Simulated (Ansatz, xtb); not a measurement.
Two structures of GaH2NSn

Structure X: `[GaH2][N]=[Sn]`, a singlet. Structure Y: a singlet given by its coordinates. Both are isolated molecules in the gas phase, relaxed with PBE0-D3(BJ)/def2-SVP; the shapes shown needn't be the lowest conformers.

X (Å):

```xyz
5

Ga   -3.1375   -2.0814    1.3332
N    -2.1896   -2.9731    2.6073
Sn   -1.2119   -3.8944    3.9162
H    -3.5837   -2.8638    0.0454
H    -3.4736   -0.5650    1.5717
```

Y (Å):

```yaml
atoms:
  - { symbol: Ga, position_ang: [0.5892, -0.0769, 1.2224] }
  - { symbol: N, position_ang: [-0.1781, -0.9629, -0.3107] }
  - { symbol: Sn, position_ang: [-0.2867, 0.4953, -1.7087] }
  - { symbol: H, position_ang: [0.4595, 1.4706, -0.3023] }
  - { symbol: H, position_ang: [-0.4813, -1.9236, -0.4614] }
```

Close contacts (Å): Ga1–N2 1.93, Ga1–Sn3 3.11, N2–Sn3 2.02, Ga1–H4 2.18, N2–H5 1.02, Sn3–H4 1.87.

Problem. Estimate E(Y) − E(X) at the level CCSD(T)/def2-TZVPP.

Solution. Calculated at CCSD(T)/def2-TZVPP: E(Y) − E(X) = −0.817 eV, so structure Y lies lower.

How the difference moves with the method:

```json
{"level": "PBE0-D3(BJ)/def2-SVP", "geometry": "PBE0-D3(BJ)/def2-SVP", "E(Y) − E(X) (eV)": "−1.140", "departure from the last row (eV)": "−0.323", "job, with rough time for the two": "optimisation, 46 s"}
{"level": "HF/def2-TZVPP", "geometry": "PBE0-D3(BJ)/def2-SVP", "E(Y) − E(X) (eV)": "−1.022", "departure from the last row (eV)": "−0.205", "job, with rough time for the two": "part of the CCSD(T) run"}
{"level": "MP2/def2-TZVPP", "geometry": "PBE0-D3(BJ)/def2-SVP", "E(Y) − E(X) (eV)": "−0.522", "departure from the last row (eV)": "+0.296", "job, with rough time for the two": "part of the CCSD(T) run"}
{"level": "CCSD(T)/def2-TZVPP", "geometry": "PBE0-D3(BJ)/def2-SVP", "E(Y) − E(X) (eV)": "−0.817", "departure from the last row (eV)": "", "job, with rough time for the two": "single point, 4.1 min"}
```

The levels shown agree on the order. The largest departure from CCSD(T)/def2-TZVPP is that of PBE0-D3(BJ)/def2-SVP, 0.323 eV. Levels run at GFN2-xTB geometries aren't shown.

With harmonic frequencies from PBE0-D3(BJ)/def2-SVP (ideal gas, rigid rotor, one conformer each, 298.15 K, 1 atm): on the last row, ΔE + ΔZPE = −0.719, ΔH = −0.738, ΔG = −0.719 eV.

The T1 diagnostic of structure X is large, so the coupled-cluster value is less sure. The correlated steps freeze 14 core orbitals; the filled d shell of Ga and Sn is correlated, in a basis made for valence electrons. Atoms past krypton carry core potentials in the def2 sets and no spin–orbit term is included. Codes used: Ansatz 0.2.0; the last row on 1 thread of Arm Neoverse V2 on a shared host.
